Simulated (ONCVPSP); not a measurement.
**Configuration tests for Pd (ONCV)**

palladium (Pd), optimised norm-conserving Vanderbilt (ONCV), made with ONCVPSP 4.0.1 (PBE, scalar-relativistic). Core [Ar] 3d10, reference 4s2 4p6 4d10. Waves: 4s: rc 1.35 bohr, ncon 3, nbas 7, qcut 9.6 1/bohr, 3 projectors, debl 2.2 Ha; 4p: rc 1.40 bohr, ncon 4, nbas 7, qcut 9.7 1/bohr, 2 projectors, debl 1.3 Ha; 4d: rc 1.70 bohr, ncon 4, nbas 8, qcut 11.2 1/bohr, 1 projector. Local part: polynomial inside 1.05 bohr (lpopt 1, dvloc0 -1 Ha). Core correction: polynomial model core, fcfact 0.7.

In the s channel the program set the typed energies aside and used -3.136, 0.250, 2.450 Ha. In the p channel the program set the typed energies aside and used -1.882, 0.250 Ha.

Energies are relative to the spin-unpolarised reference configuration 4s2 4p6 4d10; without spin polarisation the order of configurations can differ from experiment. Not all tests gave a result: 1 of 4 tests not solved or not reliable.

```csv
valence configuration,charge,ΔE all-electron (eV),error AE − PS (meV)
4s2 4p6 4d9,+1,9.115,+0.3
4s2 4p6 4d8,+2,29.934,+1.2
4s1 4p6 4d10,+1,91.568,-80
```

Levels in the configuration 4s2 4p6 4d9:

```
level  all-electron (eV)  pseudo (eV)
   4s            -96.681      -96.673
   4p            -62.465      -62.460
   4d            -14.614      -14.613
```
